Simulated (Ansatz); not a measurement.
Reaction (redistribution): `NB(N)Br` + `[OH][GeH2][O][SiH3]` → `NB(N)O[SiH3]` + `[OH][GeH2][Br]`

Computed with Ansatz on PBE0-D4/def2-TZVP structures; ΔE is electronic, products minus reactants. CBS: MP2 limit from def2 TZ/QZ plus the TZ coupled-cluster correction, frozen cores. DFT in def2-TZVPP. For Br, Ge outer-core shells are correlated without core-valence functions, which leaves a few kJ/mol of doubt a bond. Scalar relativity is left out up to krypton. Each species was taken in one conformer, which may not be the lowest.

```csv
level,ΔE (eV)
PBE-D4,-0.65
SCS-MP2/def2-TZVPP,-0.55
```

(1) What does CCSD(T)/CBS give? (Best estimate.)

Largest T1 diagnostic among the species: 0.012.

## Answers

(1) Computed: -0.60 eV. The listed levels differ from it by -0.05, 0.05 eV.

In def2-TZVPP, CCSD(T) changes the Hartree–Fock value by +0.15 eV (the triples alone add +0.02 eV) and MP2 by +0.19 eV.
